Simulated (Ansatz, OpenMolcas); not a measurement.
Heat of formation of C2H3BrO (acetyl bromide) from total energies

C2H3BrO: 7 atoms, total charge 0, spin state singlet. As SMILES, `CC(=O)Br`. The coordinates come from a PBE0-D4/def2-TZVP relaxation.

Total energies at HF/3-21G (OpenMolcas 26.06); the atoms run unrestricted:

| species | state | energy (Eh) |
| --- | --- | --- |
| C2H3BrO | singlet | -2711.536820 |
| C | triplet | -37.481070 |
| O | triplet | -74.393657 |
| Br | doublet | -2560.035232 |
| H | doublet | -0.496199 |

Harmonic wavenumbers at PBE0-D4/def2-TZVP, in cm⁻¹: 137, 301, 353, 504, 582, 963, 1033, 1109, 1378, 1452, 1453, 1923, 3071, 3153, 3175.

Measured heats of formation of the gaseous atoms at 298.15 K, in kJ/mol: C 716.9, O 249.2, Br 111.9, H 218.0. Spin-orbit lowering of the atoms at 298 K (mean of the ground term's levels less their thermal mean, from spectra), in kJ/mol: C 0.02, O 0.40, Br 14.69. Take 1 Eh = 2625.50 kJ/mol, 1 cm⁻¹ = 0.0119627 kJ/mol, RT = 2.479 kJ/mol.

Q: Work out the heat of formation of the gas at 298 K.

A: 
1. Electronic atomisation energy: 2 × (-37.481070) + (-74.393657) + (-2560.035232) + 3 × (-0.496199) − (-2711.536820) = 0.657194 Eh = 1725.5 kJ/mol.
2. Zero-point energy: half the sum of the wavenumbers, 10293.5 cm⁻¹ = 123.1 kJ/mol.
3. Thermal vibrational enthalpy, Σ hcν̃/(exp(hcν̃/kT) − 1): 5.1 kJ/mol. Translation, rotation and pV of a non-linear molecule: 4 RT = 9.9 kJ/mol.
4. The 7 free atoms carry 5/2 RT each: 43.4 kJ/mol.
5. Spin-orbit coupling lowers the free atoms by 2 × 0.02 + 0.40 + 14.69 = 15.1 kJ/mol.
6. Atomisation enthalpy at 298 K: 1725.5 − 15.1 − 123.1 − 5.1 − 9.9 + 43.4 = 1615.7 kJ/mol.
7. Sum of the atoms' heats of formation: 2448.9 kJ/mol. Heat of formation: 2448.9 − 1615.7 = +833.2 kJ/mol.

The tabulated value is -190.4 kJ/mol (CRC Handbook of Chemistry and Physics), so this level is off by +1023.6 kJ/mol, or 38.8 % of the atomisation enthalpy that the table implies (2639.2 kJ/mol). Hartree–Fock leaves out correlation, which is larger in the molecule than in the atoms, so it underbinds and puts the heat of formation too high. Relativity is left out. A basis without polarisation functions underbinds badly. Anharmonicity and any spin-orbit splitting of the molecule are left out.
